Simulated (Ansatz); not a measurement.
Consider the atomization: `CC1([SiH3])C[SiH2]1` → 3 C• + 10 H• + 2 Si•.

Program: Ansatz. Geometries: PBE0-D4/def2-TZVP. ΔE: electronic, gas phase. CCSD(T)/CBS adds triple-zeta CCSD(T) − MP2 to the extrapolated MP2 energy (def2 sets, frozen cores). This one scheme is used for every species, atoms too. Functionals use def2-TZVPP. No spin–orbit coupling; open shells (•) take unrestricted orbitals. Spin–orbit coupling would lower the free atoms: a little for C, Si.

```csv
species,PBE0 energy (Eh)
`CC1([SiH3])C[SiH2]1`,-698.94431
C•,-37.80537
H•,-0.50104
Si•,-289.24948
```

Q: Work out ΔE.

A: ΔE = 10 × (-0.50104) + 3 × (-37.80537) + 2 × (-289.24948) − (-698.94431) = 2.01884 Eh = +54.94 eV. CCSD(T)/CBS gives +55.21 eV.

Largest T1 diagnostic among the species: 0.012.

From PBE to PBE0 (25 % exact exchange), in def2-TZVPP and without D4, ΔE moves by −0.32 eV: exact exchange takes away binding that semilocal exchange gives to molecules. In def2-TZVPP, CCSD(T) changes the Hartree–Fock value by +12.34 eV (the triples alone add +0.65 eV) and MP2 by +12.64 eV; breaking electron pairs costs correlation energy, which Hartree–Fock lacks. The D4 term adds +0.62 eV with B3LYP and +0.33 eV with PBE0; it sums over pairs of atoms, weighted by their polarisabilities, and B3LYP, whose exchange is more repulsive, gets the larger term.

B3LYP here is the variant with VWN-RPA as its local correlation; programs differ in this.

For atomizations the MP2-based limit and the directly extrapolated one differ by several kJ/mol either way, and by 10 to 25 for some Ge, Se and Sn compounds, so smaller differences from it don't rank the levels.
